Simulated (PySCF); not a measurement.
## ²⁹Si chemical shifts

No solvent, equivalent nuclei averaged, a single conformation, no relativistic terms. Geometry: GFN2-xTB; NMR shieldings at PBE0/pcSseg-1/GIAO; PySCF.

Shieldings were converted by a linear fit to measured shifts: ²⁹Si: δ = 279.94 − 0.822σ (rms 8.9 ppm, 72 shifts, 25.8 ppm with the 6 outliers that the fit left out vs TMS, solution or neat liquid). Occasional misses reach two or three times the rms, and more in compound classes unlike the fitted ones.

Problem. Give the ²⁹Si shifts of `[SiH3][SiH2]CC[SiH2]S[SiH3]`, `C#CC[C@@H](CN[SiH3])N[SiH3]`, `[SiH3]Cc1ccc(S)cc1`, `CC#C[SiH2]OC(C)=O`, `CC#CC(=O)CO[SiH3]`.

Solution. 
| compound | environment | δ (ppm) |
| --- | --- | --- |
| [SiH3:1][SiH2:2][CH2:3][CH2:4][SiH2:5][S:6][SiH3:7] | Si5: silicon bonded to C, S, 2 H | -26.4 |
| [SiH3:1][SiH2:2][CH2:3][CH2:4][SiH2:5][S:6][SiH3:7] | Si7: silicon bonded to S, 3 H | -55.4 |
| [SiH3:1][SiH2:2][CH2:3][CH2:4][SiH2:5][S:6][SiH3:7] | Si2: silicon bonded to C, Si, 2 H | -64.1 |
| [SiH3:1][SiH2:2][CH2:3][CH2:4][SiH2:5][S:6][SiH3:7] | Si1: silicon bonded to Si, 3 H | -107.7 |
| [CH:1]#[C:2][CH2:3][C@@H:4]([CH2:5][NH:6][SiH3:7])[NH:8][SiH3:9] | Si9: silicon bonded to N, 3 H | -54.3 |
| [CH:1]#[C:2][CH2:3][C@@H:4]([CH2:5][NH:6][SiH3:7])[NH:8][SiH3:9] | Si7: silicon bonded to N, 3 H | -54.5 |
| [SiH3]Cc1ccc(S)cc1 | silicon bonded to C, 3 H | -58.6 |
| CC#C[SiH2]OC(C)=O | silicon bonded to C, O, 2 H | -47.7 |
| CC#CC(=O)CO[SiH3] | silicon bonded to O, 3 H | -37.2 |

Problem. Order these by ²⁹Si shift, lowest first.
A. CC#CC(=O)C[SiH2]O
B. C#C[C@@H]1C[SiH2]CC[C@H]1Cl
C. C#C[Si@@H]1CCCC[C@@H]1Cl
D. C#CCS[SiH]1CC=CC1
E. Cc1ccc(S)cc1[SiH3]

Solution. E (-65.8 ppm, silicon bonded to C, 3 H), B (-52.3 ppm, silicon bonded to 2 C, 2 H, in a 6-membered ring), C (-41.1 ppm, silicon bonded to 3 C, H, in a 6-membered ring), A (-32.4 ppm, silicon bonded to C, O, 2 H), D (7.5 ppm, silicon bonded to 2 C, S, H, in a 5-membered ring).
